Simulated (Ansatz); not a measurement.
Species: SeCl₂, charge 0, singlet. SeCl2 (chloro selenohypochlorite, SMILES Cl[Se]Cl).
B3LYP-D3(BJ)/def2-TZVP minimum from Ansatz (a quantum-chemistry and plane-wave program):
```
Se
Cl 1 2.1758
Cl 1 2.1758 2 101.74
```

Total energies in def2-TZVPP, 20 correlated electrons, 24 frozen orbitals. Open shells are spin-unrestricted; no spin-orbit coupling. Correlated methods leave the cores frozen (noble-gas shells, and filled d and f shells in the p block). No relativity.

| method | program | energy (Eh) | minus CCSDT(Q) (mEh) |
|---|---|---|---|
| HF | Ansatz | -3318.86472 | 599.52 |
| MP2 | Ansatz | -3319.39262 | 71.62 |
| CCSD | Ansatz | -3319.43432 | 29.92 |
| CCSD(T) | Ansatz | -3319.46127 | 2.97 |
| CCSDT(Q) | Ansatz | -3319.46424 | 0.00 |

Rough core times of Ansatz's runs on a shared machine: CCSD(T) under 20 s, CCSDT(Q) 20 min.
